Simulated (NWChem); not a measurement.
CH4BCl; SMILES CBCl

```xyz
7

B     -0.5959     0.4378     0.0017
H     -1.8025     0.4815     0.0028
Cl     0.1078    -1.1701     0.0003
C      0.2836     1.7189     0.0019
H      0.0144     2.3380     0.8765
H      0.0202     2.3353    -0.8762
H      1.3670     1.5389     0.0058
```
Atoms are numbered in this order, from 1.

Program: NWChem. Geometry: optimised at PBE0/def2-SVP. GIAO values for the isolated, static molecule; σ is the absolute isotropic shielding, δ = σ(reference) − σ with the isolated reference molecule computed at the same levels (11B: boron trifluoride, 13C: tetramethylsilane, 1H: tetramethylsilane).

```tsv
level	δ B1 (ppm)	δ H2 (ppm)	σ Cl3 (ppm)	δ C4 (ppm)	δ H5 (rotor mean) (ppm)
PBE0/pcSseg-1	65.3	6.88	627.9	17.9	1.22
KT2/pcSseg-1	(withheld)	(withheld)	(withheld)	18.1	(withheld)
PBE/pcSseg-1	66.6	7.03	576.2	18.8	1.24
```

Problem. Fill in the missing entries.

Solution. 
- KT2/pcSseg-1, δ B1 (ppm): 61.8
- KT2/pcSseg-1, δ H2 (ppm): 6.84
- KT2/pcSseg-1, σ Cl3 (ppm): 609.2
- KT2/pcSseg-1, δ H5 (rotor mean) (ppm): 1.18
